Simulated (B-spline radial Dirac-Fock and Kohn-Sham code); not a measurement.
# Two-hole binding energies of Sm⁺

System: the Sm⁺ ion in the configuration [Xe] 4f6 6s1.

These are calculated numbers from a radial B-spline solver; the model is relaxed Dirac-Fock hole states (ΔSCF) with Breit and QED corrections and a finite nucleus. U is the two-hole binding energy less the two single-hole energies, the effective repulsion of the holes after relaxation. Each two-hole energy is an average over J within one jj subconfiguration.

| holes | E(a) (eV) | E(b) (eV) | E(ab) (eV) | U (eV) |
| --- | --- | --- | --- | --- |
| 1s⁻² | 46843.1 | 46843.1 | 94756.1 | 1069.9 |
| 1s⁻¹ 2p1/2⁻¹ | 46843.1 | 7322.5 | 54473.4 | 307.7 |
| 1s⁻¹ 3p3/2⁻¹ | 46843.1 | 1432.3 | 48356.2 | 80.8 |
| 2s⁻² | 7752.3 | 7752.3 | ? | ? |
| 2s⁻¹ 2p1/2⁻¹ | 7752.3 | 7322.5 | 15235.8 | 161.0 |
| 2s⁻¹ 3p3/2⁻¹ | 7752.3 | 1432.3 | 9251.5 | 66.9 |
| 2s⁻¹ 3d3/2⁻¹ | 7752.3 | 1116.8 | 8944.1 | 75.0 |
| 2p1/2⁻¹ 3p3/2⁻¹ | 7322.5 | 1432.3 | 8824.9 | 70.1 |
| 2p3/2⁻¹ 3s⁻¹ | 6726.8 | 1739.2 | 8533.1 | 67.2 |
| 2p3/2⁻¹ 3d3/2⁻¹ | 6726.8 | 1116.8 | 7920.3 | 76.7 |
| 3d3/2⁻² | 1116.8 | 1116.8 | 2290.1 | 56.5 |
| 3d3/2⁻¹ 3d5/2⁻¹ | 1116.8 | 1090.9 | 2264.8 | 57.1 |
| 4d3/2⁻¹ 4d5/2⁻¹ | 148.7 | 144.0 | 313.7 | 21.0 |
| 5p1/2⁻¹ 5p3/2⁻¹ | 36.11 | 32.56 | 80.43 | 11.8 |

Problem. Give the missing two-hole energy and U.

Solution. E(ab) = 15675.2 eV and U = 170.6 eV.
